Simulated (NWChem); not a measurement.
Program: NWChem. System: I2 (-1), charge -1, spin multiplicity 2, at a geometry optimised with UB3LYP/def2-SVP with def2 effective core potentials on I. The structure started from a generated list of species. Its SCF solution wasn't tested for a lower state. Level: UMP2/def2-TZVPD with def2 effective core potentials on I, 8 core orbitals frozen.

Output (cleaned and shortened):

```
             Northwest Computational Chemistry Package (NWChem) 7.3.0
             --------------------------------------------------------

                                NWChem Input Module
                                -------------------

 Scaling coordinates for geometry "geometry" by  1.889725989
 (inverse scale =  0.529177249)

 Turning off AUTOSYM since
 SYMMETRY directive was detected!

                             Geometry "geometry" -> ""
                             -------------------------

 Output coordinates in angstroms (scale by  1.889725989 to convert to a.u.)

  No.       Tag          Charge          X              Y              Z
 ---- ---------------- ---------- -------------- -------------- --------------
    1 I                   53.0000     0.00000000     0.00000000     1.68906800
    2 I                   53.0000     0.00000000     0.00000000    -1.68906800

 Effective nuclear repulsion energy (a.u.)     440.0234012012

            Nuclear Dipole moment (a.u.)
            ----------------------------
        X                 Y               Z
 ---------------- ---------------- ----------------
     0.0000000000     0.0000000000     0.0000000000

      Symmetry information
      --------------------

 Group name             D2h
 Group number             26
 Group order               8
 No. of unique centers     1

      Symmetry unique atoms

     1


 Summary of "ao basis" -> "" (spherical)
 ------------------------------------------------------------------------------
       Tag                 Description            Shells   Functions and Types
 ---------------- ------------------------------  ------  ---------------------
 *                         def2-tzvpd                 on all atoms

 Summary of "ao basis" -> "ao basis" (spherical)
 ------------------------------------------------------------------------------
       Tag                 Description            Shells   Functions and Types
 ---------------- ------------------------------  ------  ---------------------
 I                         def2-tzvpd               19       59   7s6p4d2f

                                 NWChem SCF Module
                                 -----------------

  ao basis        = "ao basis"
  functions       =   118
  atoms           =     2
  alpha electrons =    26
  beta  electrons =    25
  charge          =  -1.00
  wavefunction    = UHF
  use symmetry    = T
  symmetry adapt  = T

 Summary of "ao basis" -> "ao basis" (spherical)
 ------------------------------------------------------------------------------
       Tag                 Description            Shells   Functions and Types
 ---------------- ------------------------------  ------  ---------------------
 I                         def2-tzvpd               19       59   7s6p4d2f

      Symmetry analysis of basis
      --------------------------

        ag         25
        au          6
        b1g         6
        b1u        25
        b2g        14
        b2u        14
        b3g        14
        b3u        14

 Forming initial guess at       0.1s

   Symmetry analysis of molecular orbitals - initial alpha
   -------------------------------------------------------

  Numbering of irreducible representations:

     1 ag          2 au          3 b1g         4 b1u         5 b2g
     6 b2u         7 b3g         8 b3u

  Orbital symmetries:

     1 b1u         2 ag          3 b1u         4 ag          5 b3g
     6 b2g         7 b2u         8 b3u         9 ag         10 b1u
    11 b3u        12 b2u        13 b3g        14 b2g        15 ag
    16 b1g        17 b1u        18 au         19 ag         20 b1u
    21 ag         22 b2u        23 b3u        24 b2g        25 b3g
    26 b1u        27 b1u        28 ag         29 b2u        30 b3u
    31 b2g        32 b3g        33 ag         34 ag         35 b1g
    36 b3u

   Symmetry analysis of molecular orbitals - initial beta
   ------------------------------------------------------

  Numbering of irreducible representations:

     1 ag          2 au          3 b1g         4 b1u         5 b2g
     6 b2u         7 b3g         8 b3u

  Orbital symmetries:

     1 b1u         2 ag          3 ag          4 b1u         5 b2u
[...]
  ----- ------------  ---------------      ----- ------------  ---------------
    24      0.738754  1 I  py                83      0.738754  2 I  py
    21     -0.469171  1 I  py                80     -0.469171  2 I  py

 center of mass
 --------------
 x =   0.00000000 y =   0.00000000 z =   0.00000000

 moments of inertia (a.u.)
 ------------------
        2585.740433006102           0.000000000000           0.000000000000
           0.000000000000        2585.740433006102           0.000000000000
           0.000000000000           0.000000000000           0.000000000000

  Mulliken analysis of the total density
  --------------------------------------

    Atom       Charge   Shell Charges
 -----------   ------   -------------------------------------------------------
    1 I   25    25.50   0.19 -0.77  1.58  1.01  1.08  0.88  0.03 -0.49  6.44  1.31  2.80  1.35  0.05  9.23  0.75  0.04  0.00  0.00  0.00
    2 I   25    25.50   0.19 -0.77  1.58  1.01  1.08  0.88  0.03 -0.49  6.44  1.31  2.80  1.35  0.05  9.23  0.75  0.04  0.00  0.00  0.00

  Mulliken analysis of the alpha density
  --------------------------------------

    Atom       Charge   Shell Charges
 -----------   ------   -------------------------------------------------------
    1 I   25    13.00   0.09 -0.38  0.79  0.50  0.55  0.44  0.02 -0.25  3.23  0.73  1.56  0.68  0.02  4.61  0.38  0.02  0.00  0.00  0.00
    2 I   25    13.00   0.09 -0.38  0.79  0.50  0.55  0.44  0.02 -0.25  3.23  0.73  1.56  0.68  0.02  4.61  0.38  0.02  0.00  0.00  0.00

   Mulliken analysis of the beta density
   -------------------------------------

    Atom       Charge   Shell Charges
 -----------   ------   -------------------------------------------------------
    1 I   25    12.50   0.09 -0.38  0.79  0.51  0.53  0.44  0.01 -0.24  3.22  0.58  1.24  0.67  0.03  4.62  0.37  0.02 -0.00  0.00  0.00
    2 I   25    12.50   0.09 -0.38  0.79  0.51  0.53  0.44  0.01 -0.24  3.22  0.58  1.24  0.67  0.03  4.62  0.37  0.02 -0.00  0.00  0.00

   Mulliken analysis of the spin density
   -------------------------------------

    Atom       Charge   Shell Charges
 -----------   ------   -------------------------------------------------------
    1 I   25     0.50   0.00 -0.00  0.00 -0.00  0.01 -0.00  0.01 -0.00  0.01  0.16  0.32  0.01 -0.01 -0.01  0.01 -0.00  0.01  0.00  0.00
    2 I   25     0.50   0.00 -0.00  0.00 -0.00  0.01 -0.00  0.01 -0.00  0.01  0.16  0.32  0.01 -0.01 -0.01  0.01 -0.00  0.01  0.00  0.00

       Multipole analysis of the density wrt the origin
       ------------------------------------------------

     L   x y z        total         alpha         beta         nuclear
     -   - - -        -----         -----         ----         -------
     0   0 0 0     -1.000000    -26.000000    -25.000000     50.000000

     1   1 0 0     -0.000000     -0.000000     -0.000000      0.000000
     1   0 1 0      0.000000     -0.000000      0.000000      0.000000
     1   0 0 1     -0.000000     -0.000000     -0.000000      0.000000

     2   2 0 0    -45.812283    -23.242033    -22.570250      0.000000
     2   1 1 0     -0.000000     -0.000000      0.000000      0.000000
     2   1 0 1     -0.000000     -0.000000     -0.000000      0.000000
     2   0 2 0    -45.812283    -23.242033    -22.570250      0.000000
     2   0 1 1      0.000000     -0.000000      0.000000      0.000000
     2   0 0 2    -56.439432   -292.387630   -273.455325    509.403523

                   NWChem MP2 Semi-direct Energy/Gradient Module
                   ---------------------------------------------

  Basis functions       =    118
  Molecular orbitals    =    118
  Frozen core           =      8
  Frozen virtuals       =      0
  Active alpha occupied =     18
  Active beta occupied  =     17
  Active alpha virtual  =     92
  Active beta virtual   =     93
  Use MO symmetry       = T
  Use skeleton AO sym   = T

  AO/Fock/Back tols     =   1.0D-09  1.0D-09  1.0D-09

 GA uses MA = F    GA memory limited = T

 Available:
  local mem=  1.26D+08
 global mem=  1.44D+08
 local disk=  0.00D+00
  mp2_memr nvloc                    92
  nvloc new                    92
   1 passes of  18:        5242880                     111171                  37280235.
   1 passes of  18: M    126141032           G      144151352           F     120898152.

 Semi-direct pass number   1 of   1  for UHF alpha       at        2.1s
  vrange nnbf                  6617
  mp2_eaftype                   142  avail_ma_in_mb                  1099
 EAF : mp2_eaftype filesize         142   18640118.
  mp2_eaf for mointskh                    142
Node 0 wrote     87.7 Mb in      0.1 s     Agg I/O rate:  1447.4 Mb/s
 Done moints_semi at        6.1s
  mp2_eaftype                   142  avail_ma_in_mb                   957
 EAF : mp2_eaftype filesize         142   18640118.
  mp2_eaf for kh                   142
 Done maket at        6.4s
 Done multipass loop at        6.4s

 GA uses MA = F    GA memory limited = T

 Available:
  local mem=  1.26D+08
 global mem=  1.44D+08
 local disk=  0.00D+00
  mp2_memr nvloc                    93
  nvloc new                    93
   1 passes of  17:        5242880                     107423                  35592900.
   1 passes of  17: M    126141032           G      144151352           F     120898152.

 Semi-direct pass number   1 of   1  for UHF beta        at        6.4s
  vrange nnbf                  6617
  mp2_eaftype                   135  avail_ma_in_mb                  1099
 EAF : mp2_eaftype filesize         135   17796450.
  mp2_eaf for mointskh                    135
Node 0 wrote     83.7 Mb in      0.0 s     Agg I/O rate:  2056.2 Mb/s
 Done moints_semi at       10.6s
  mp2_eaftype                   135  avail_ma_in_mb                   964
 EAF : mp2_eaftype filesize         135   17796450.
  mp2_eaf for kh                   135
 Done maket at       10.8s
 Done multipass loop at       10.8s

          -------------------------------------------
          SCF energy                -593.424844125482
          Correlation energy          -0.991789266485
          Singlet pairs                0.000000000000
          Triplet pairs                0.000000000000
          Total MP2 energy          -594.416633391968
          -------------------------------------------

          ---------------------------------------------------
                    Spin Component Scaled (SCS) MP2
          Same spin pairs                     -0.367690591574
          Same spin scaling factor             0.333333333333
          Opposite spin pairs                 -0.624098674911
          Opposite spin scaling fact.          1.200000000000
          SCS-MP2 correlation energy          -0.871481940418
          Total SCS-MP2 energy              -594.296326065900
          ---------------------------------------------------

 -----------------------
 Performance information
 -----------------------

 Timer overhead =  1.33D-07 seconds/call

               Nr. of calls         CPU time (s)                 Wall time (s)                GFlops
             ---------------    -------------------     ------------------------------   -------------------
Name         Min   Avg   Max    Min     Avg     Max     Min     Avg     Max   Mx/calls   Min     Max     Sum
mp2: moin     2     2     2    8.1     8.1     8.1      8.1     8.1     8.1     4.1      0.0     0.0     0.0
mp2: make     2     2     2   0.52    0.52    0.52     0.52    0.52    0.52    0.26      0.0     0.0     0.0
mp2: tota     1     1     1    8.8     8.8     8.8      8.8     8.8     8.8     8.8      0.0     0.0     0.0

 The average no. of pstat calls per process was 5.00D+00
 with a timing overhead of 6.63D-07s

 Task  times  cpu:       10.8s     wall:       10.8s

 Total times  cpu:       10.8s     wall:       10.8s
```

Write an NWChem input that would produce this output.

Several could match; the one computed here: 
```
start mol
memory heap 200 mb stack 900 mb global 1100 mb
charge -1
geometry units angstroms nocenter noautoz
  I      0.000000     0.000000     1.689068
  I      0.000000     0.000000    -1.689068
  symmetry group D2h
end
basis spherical
  * library def2-tzvpd
end
ecp
  I library def2-ecp
end
scf
  uhf
  nopen 1
  maxiter 100
  thresh 1e-7
  semidirect memsize 60000000 filesize 0
  # guess.movecs holds the orbitals of an unrestricted PBE0 run
  vectors input guess.movecs output mol.movecs
end
mp2
  freeze core 8
end
task mp2 energy
```
